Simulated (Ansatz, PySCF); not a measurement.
Conformers of C2H5FSe (SMILES CC[Se]F), B3LYP-D3(BJ)/def2-TZVP minima from an xTB search, which can miss the lowest.
Conformer 1 (charge 0, multiplicity 1):
| atom | x (Å) | y (Å) | z (Å) |
|---|---|---|---|
| C | -0.8652 | -0.4762 | 0.1701 |
| C | 0.0801 | 0.7127 | 0.1659 |
| Se | 1.8204 | 0.3437 | 0.9713 |
| F | 2.3147 | -0.8865 | -0.2194 |
| H | -1.8095 | -0.2074 | -0.3103 |
| H | -0.4348 | -1.3133 | -0.3792 |
| H | -1.0765 | -0.8083 | 1.1866 |
| H | 0.2672 | 1.0914 | -0.8383 |
| H | -0.2965 | 1.5440 | 0.7698 |

Frozen-core correlation. Filled d and f shells under p-block atoms count as core. CBS: X⁻³ extrapolation of the correlation energy, Hartree–Fock from the larger set. MP2 and its Hartree–Fock in cc-pVQZ are density fitted. Rows in 6-31G* carry no dispersion term and start afresh at each structure (6-31G* with six Cartesian d functions); the Pople sets are all-electron and without relativity.

The values were computed with Ansatz (Gaussian basis) for Hartree–Fock, density functionals and correlated methods; PySCF for 6-31G* rows. Each number belongs to the level named beside it.

Electronic energies of 2 conformers above conformer 1 (kcal/mol):

| level | conformer 1 | conformer 2 |
|---|---|---|
| PBE/def2-TZVPP | 0.00 | 0.94 |
| B3LYP/6-31G* | 0.00 | 0.86 |
| wB97M-V/def2-TZVPP | 0.00 | 0.98 |
| MP2/CBS(cc-pVTZ, cc-pVQZ) + ΔCCSD(T)/cc-pVTZ | 0.00 | 0.84 |

Task: Give Boltzmann populations at 298.15 K for each level, counting each conformer once and leaving out zero-point, thermal and symmetry terms.

Result: 
Weights exp(−E/RT) with RT = 0.5925 kcal/mol, divided by their sum:
- PBE/def2-TZVPP: 83 %, 17 %
- B3LYP/6-31G*: 81 %, 19 %
- wB97M-V/def2-TZVPP: 84 %, 16 %
- MP2/CBS(cc-pVTZ, cc-pVQZ) + ΔCCSD(T)/cc-pVTZ: 80 %, 20 %
The share of conformer 1 runs from 80 to 84 % over these levels.

Ansatz is an electronic-structure program.
